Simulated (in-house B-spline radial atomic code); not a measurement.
Configurations of K II (K+), with energies counted from [Ne] 3s2 3p6. Computed with a radial B-spline atomic code at the basis-set limit: scalar-relativistic (X2C) BHandHLYP, spin-polarised, spherical fractional occupations, exact exchange averaged over the configuration, Fermi nucleus of rms radius 3.4349 fm. Shells without spins written out take the highest spin.

Occupations are held fixed; configurations that lie above the ionisation limit could autoionise.

```
   configuration  E - E(ref) (eV)  highest orbital  its <r> (bohr)
[Ne] 3s2 3p5 4s1           20.108            4s up           3.737
[Ne] 3s1 3p6 4s1            39.42            4s up           3.717
[Ne] 3s1 3p6 3d1           40.174            3d up            2.26
[Ne] 3s1 3p6 4p1           42.363            4p up           4.486
[Ne] 3s1 3p6 4d1           45.981            4d up           6.841
[Ne] 3s1 3p6 4f1           47.508            4f up           8.741
```

(1) Order these further configurations by energy, lowest first.
A. [Ne] 3s2 3p5 4d1
B. [He] 2s2 2p5 3s2 3p6 4p1
C. [He] 2s2 2p5 3s2 3p6 4s1
D. [He] 2s2 2p5 3s2 3p6 3d1
E. [Ne] 3s2 3p5 4p1

(2) How far above the reference does [He] 2s2 2p5 3s2 3p6 4f1 lie?

Answers

(1) E (23.03 eV), A (26.633 eV), C (297.05 eV), D (297.55 eV), B (300.01 eV).

(2) 305.34 eV; its least bound orbital is 4f up with <r> = 8.767 bohr.
